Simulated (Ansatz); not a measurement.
A thermochemical cycle in electronic energies (no zero-point or thermal terms), species as SMILES, kcal/mol. Each molecule is optimised on its own at B3LYP-D3(BJ)/def2-TZVP (Ansatz, a quantum-chemistry and plane-wave program), one conformer each, not searched for the lowest. Valence correlation only, unless marked. UHF or UKS for open shells. No spin-orbit coupling. Non-relativistic. Basis-set limits of correlation are two-point, X^-3; Hartree-Fock from the larger set. Anions need diffuse functions, of which def2-TZVPD holds fewer than the aug- sets.

| step | CCSD(T)/CBS(aug-cc-pVTZ,aug-cc-pVQZ) (Ansatz) | PBE0-D4/def2-TZVPD (Ansatz + dftd4) |
|---|---|---|
| bond energy D: BO (H3BO) → B[O] + H atom | 110.2 | 102.6 |
| deprotonation energy A: BO (H3BO) [borinic acid] -> B[O-] + H+ | 366.8 | 366.4 |
| ionisation of the H atom at the same level, IE | 313.7 | 314.4 |

Task: Find the electron affinity EA, positive where the anion is bound: B[O] + e- → B[O-].

Result: Breaking the bond, ionising the H atom and attaching the electron to the radical add up to the deprotonation, A = D + IE - EA. At CCSD(T)/CBS(aug-cc-pVTZ,aug-cc-pVQZ): EA = D + IE - A = 110.2 + 313.7 - 366.8 = 57.1. At PBE0-D4/def2-TZVPD: EA = D + IE - A = 102.6 + 314.4 - 366.4 = 50.6. The functional differs from the first level by -7.6 in D, -6.5 in EA and -0.4 in A; for EA and A the gap mixes functional and basis. The site is the one shown; other sites or isomers of the anion may lie lower.
